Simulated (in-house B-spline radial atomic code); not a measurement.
## Response and correlation of Hg

Closed shell [Xe] 4f14 5d10 6s2. Computed with an all-electron radial atomic-structure program (B-spline basis): Dirac-Hartree-Fock, relativistic RPA (time-dependent Dirac-Hartree-Fock) for the response and second-order many-body perturbation theory for correlation, no-pair Dirac-Coulomb Hamiltonian, finite nucleus, speed of light scaled by 100 (non-relativistic limit).

| multipole (bohr³, bohr⁵, bohr⁷) | uncoupled | coupled RPA |
| --- | --- | --- |
| dipole | 63.341 | ? |
| quadrupole | 549.19 | 862.03 |
| octupole | 12923 | 19001 |

(1) What is the coupled dipole polarisability?

(2) Which subshells carry the dipole polarisability?

(3) What does the dipole shielding factor come to?

Dipole polarisability at imaginary frequency:

| u (Eh) | α(iu) (bohr³) |
| --- | --- |
| 0 | 81.41 |
| 0.02 | 80.11 |
| 0.05 | 74 |
| 0.1 | 58.68 |
| 0.15 | 44.55 |
| 0.2 | 34.21 |
| 0.3 | 22.13 |
| 0.4 | 16 |
| 0.5 | 12.48 |
| 0.7 | 8.664 |
| 1 | 5.91 |
| 1.5 | 3.752 |
| 2 | 2.642 |
| 3 | 1.533 |
| 5 | 0.72 |
| 10 | 0.2475 |

(4) What dispersion coefficients follow for two such atoms?

Lowest J = 1 odd-parity excitations:

| energy (eV) | oscillator strength | leading channel | weight |
| --- | --- | --- | --- |
| 1.4283 | 8.57e-11 | 6s1/2 → p1/2 | 0.667 |
| 4.0138 | 1.54 | 6s1/2 → p3/2 | 0.655 |
| 5.4395 | 1.79e-09 | 6s1/2 → p1/2 | 0.667 |
| 5.6507 | 0.0658 | 6s1/2 → p3/2 | 0.664 |
| 6.2072 | 4e-11 | 6s1/2 → p1/2 | 0.667 |
| 6.2827 | 0.0126 | 6s1/2 → p3/2 | 0.666 |

For an outer ns² shell RPA puts the lowest triplet far too low, and second order misses the ns²-np² near-degeneracy.

Second-order correlation energy by the highest angular momentum of the excited pair (hartree): s -0.02434, p -0.2676, d -0.8242, f -1.816, g -1.414, h -0.5202, i -0.2408, k -0.1216.

(5) What is the second-order correlation energy at the partial-wave limit?

Answers

(1) 81.412 atomic units, +29 % against the uncoupled value.

(2) 6s1/2 101.8 %, 5d5/2 -1.0 %, 5d3/2 -0.6 %.

(3) The dipole shielding factor is 1.000, against the exact N/Z = 80/80 = 1.000 of the non-relativistic theorem.

(4) C6 = (3/π)∫α(iu)²du = 893.3 hartree·bohr⁶ and C8 = 54750 hartree·bohr⁸.

(5) The listed waves sum to -5.2293 hartree; extrapolating the increments as (l + 1/2)⁻⁴ gives -5.4777 hartree, -1.86 eV per electron.
